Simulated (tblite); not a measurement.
C3H10PSi (charge +1).
Atom-mapped SMILES: `[CH2:1]=[C:2]([CH3:3])[SiH2:4][PH3+:5]` (hydrogens: H6, H7 on C1; H8, H9, H10 on C3; H11, H12 on Si4; H13, H14, H15 on P5)
Bond orders are those of one Lewis drawing.

Computed with GFN2-xTB (tblite), gas phase: nudged elastic band of 9 images (0 to 8), spring 0.2 eV/Å², climbing image at the end, force threshold 0.05 eV/Å. The top image wasn't refined or checked by frequencies; at this threshold it can lie a kcal/mol or more above the true saddle point of the method.

The band describes a rotation about C2–Si4 (fully substituted alkene carbon, SiH2 silicon), followed by the dihedral C3–C2–Si4–P5, from the optimised start (-170°) to a second optimised geometry at -47°.

**Question.** How does the energy change from image to image?

**Answer.** 
```csv
image,dihedral (°),E (kJ/mol),C2–Si4 (Å),C3···P5 (Å),largest true force (eV/Å)
0,-170,0.00,1.888,4.76,0.01
1,-155,1.55,1.888,4.71,0.04
2,-139,3.80,1.890,4.62,0.04
3,-124,5.50,1.890,4.48,0.04
4,-108,5.90,1.890,4.31,0.04
5,-93,5.04,1.888,4.11,0.04
6,-78,3.74,1.886,3.89,0.04
7,-62,3.03,1.886,3.67,0.04
8,-47,0.85,1.886,3.43,0.01
```

Barriers of this band. The top is image 4 at -108°: 5.90 kJ/mol forward and 5.05 kJ/mol back; the end lies 0.85 kJ/mol above the start. The central bond is 0.002 Å longer at the top than at the start.

**Question.** What rate follows at 350 K for crossing this barrier forward?

**Answer.** Taking the electronic barrier for the free energy of activation (no zero-point or entropy terms, transmission 1), rate = (kT/h)·exp(−ΔE/kT) ≈ 1 × 10^12 s⁻¹, whose inverse is 1 × 10^-12 s. An error of 1 kcal/mol in the barrier changes this by a factor of 4, and the method and the loose band can each miss by that much or more. The barrier is only 2.0 kT, where transition-state theory is rough.

**Question.** How would the two end points share their population at 350 K, from these energies alone?

**Answer.** exp(−ΔE/kT) with ΔE = 0.009 eV gives 0.74 for the higher one (end) against 1 for the lower, without vibrational, rotational or degeneracy terms. GFN2-xTB can put conformers this close in the wrong order.

**Question.** How long is the path, and how are the images spaced?

**Answer.** Cartesian distances between aligned neighbours (all atoms, Å): 0.88, 0.86, 0.86, 0.87, 0.88, 0.88, 0.94, 1.32; the sum is 7.49 Å, and the top lies 46 % of the way along.

What follows is the cost of the whole band run. Cost: about 10 s of CPU time on one thread; the machine was shared, so the figure is rough.
